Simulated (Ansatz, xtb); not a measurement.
Two isomers of FH5OPSi+

Structure X: `O[Si@@H](F)[PH3+]`, a singlet. Structure Y: `F[SiH2]O[PH3+]`, a singlet. Both are isolated ions in the gas phase, relaxed with PBE0-D3(BJ)/pcseg-1; the shapes shown needn't be the lowest conformers.

X (Å):

```xyz
9

F     0.0851    0.0580   -1.0375
O     1.3480   -2.2969   -1.5562
P     0.1733   -2.0413    1.1697
Si    1.2142   -0.9949   -0.6115
H     1.8017   -2.3502   -2.4099
H     2.4355   -0.3123   -0.1553
H     0.9690   -3.0325    1.7814
H    -1.0058   -2.6940    0.7507
H    -0.2163   -1.1627    2.2022
```

Y (Å):

```xyz
9

F     1.8350   -0.0597   -0.6321
O     0.8397   -2.2185    0.3735
P    -0.6295   -2.0523   -0.1317
Si    2.3265   -1.3190    0.2530
H     3.2506   -2.1807   -0.5002
H     2.6575   -0.9155    1.6283
H    -0.7114   -2.0021   -1.5388
H    -1.2398   -0.8825    0.3663
H    -1.3675   -3.1628    0.3161
```

Energies in hartree; the thermal terms are from PBE0-D3(BJ)/pcseg-1 harmonic frequencies (ideal gas, rigid rotor, one conformer each, 400 K, 1 atm) and include the zero-point energy:

|  | X | Y |
| --- | --- | --- |
| E, CCSD(T)/def2-SVP | −807.039525 | −807.030226 |
| E, MP2/def2-SVP | −806.986211 | −806.977476 |
| E, MP2/def2-TZVPP | −807.621555 | −807.617738 |
| zero-point energy | 0.054039 | 0.054207 |
| H(400 K) − E | 0.066211 | 0.065500 |
| G(400 K) − E | 0.009622 | 0.008932 |

Correct the CCSD(T) difference for the basis set by the MP2 change, then work out ΔE, ΔE₀, ΔH and ΔG for X → Y in kJ/mol (1 Eh = 2625.50 kJ/mol) and the equilibrium ratio [Y]/[X].

1. Differences Y − X: CCSD(T) +0.009299, MP2 in the small set +0.008735, MP2 in the large set +0.003817 Eh.
2. ΔE = +0.009299 + (+0.003817 − (+0.008735)) = +0.004381 Eh = +11.50 kJ/mol.
3. ΔE₀ = ΔE + ΔZPE = +0.004381 + (+0.000168) Eh = +11.94 kJ/mol.
4. ΔH = ΔE + (−0.000711) Eh = +9.64 kJ/mol.
5. ΔG = ΔE + (−0.000690) Eh = +9.69 kJ/mol, so ΔS = (ΔH − ΔG)/T = −0.1 J/(mol K).
6. kT = 1.2667 mEh, so K = [Y]/[X] = exp(−ΔG/kT) = exp(−2.91) ≈ 0.054.

Structure X is favoured at this temperature. An error of 4 kJ/mol in ΔG would change K by a factor of 3.3. The basis-set step is large, which makes the value less sure. GFN2-xTB gave ΔE the other sign. Mirror images and further conformers aren't counted.

As drawn, Y has 1 O–P, 1 Si–H in place of 1 P–Si, 1 O–H.

Other levels gave ΔE = −60.4 (GFN2-xTB); +110.1 (HF/STO-3G, GFN2-xTB geometries); +38.8 (r2SCAN-D4/def2-SVP, GFN2-xTB geometries); +45.3 (PBE0-D3(BJ)/pcseg-1); +3.2 (HF/def2-SVP); +22.9 (MP2/def2-SVP); +24.4 (CCSD(T)/def2-SVP) kJ/mol. The correlated steps freeze 12 core orbitals. Programs: Ansatz 0.2.0, xtb 6.7.1.
